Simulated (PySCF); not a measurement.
A small calculation by hand: entropy of an ideal gas

CHCl₂, SMILES Cl[CH]Cl (connectivity only; charge and spin as stated), charge +1, multiplicity 1.

Geometry optimised at B3LYP-D3(BJ)/def2-TZVP. The spin state was assumed, not searched. The isomer is the one that the SMILES or the coordinates give; other isomers of the formula were not compared.

B3LYP-D3(BJ)/def2-TZVP in PySCF 2.14.0 gives the harmonic wavenumbers 357, 847, 903, 1058, 1322, 3144 cm⁻¹ and the rotational temperatures 2.6979, 0.1658, 0.1562 K. The molar mass is 83.92 g/mol, the symmetry number 2, the spin multiplicity 1.

Q: Work out the entropy at 298.15 K and 1 atm in the rigid-rotor, harmonic-oscillator model.

A: 
Translation (Sackur–Tetrode at 1 atm): S = R[1.5 ln M + 2.5 ln T − 1.16487] = 164.0 J/(mol K).
Rotation: q = (√π/σ) T^1.5/√(θA θB θC) = 17300, S = R[ln q + 3/2] = 93.6 J/(mol K).
Vibration: with u = 1.4388 ν/T, each mode gives R[u/(e^u − 1) − ln(1 − e^−u)]:
| ν (cm⁻¹) | modes | u | S (J/(mol K)) |
|---|---|---|---|
| 357 | 1 | 1.72 | 4.75 |
| 847 | 1 | 4.09 | 0.72 |
| 903 | 1 | 4.36 | 0.58 |
| 1058 | 1 | 5.11 | 0.31 |
| 1322 | 1 | 6.38 | 0.10 |
The stiffer modes add less than 0.005 each. Sum 6.5 J/(mol K).
Spin: R ln 1 = 0.0 J/(mol K).
Total 264.0 J/(mol K); the program's own thermochemistry gives 264.0. Translation makes up 62 % and vibration 2 %. Anharmonicity, hindered rotation and orbital degeneracy are left out.
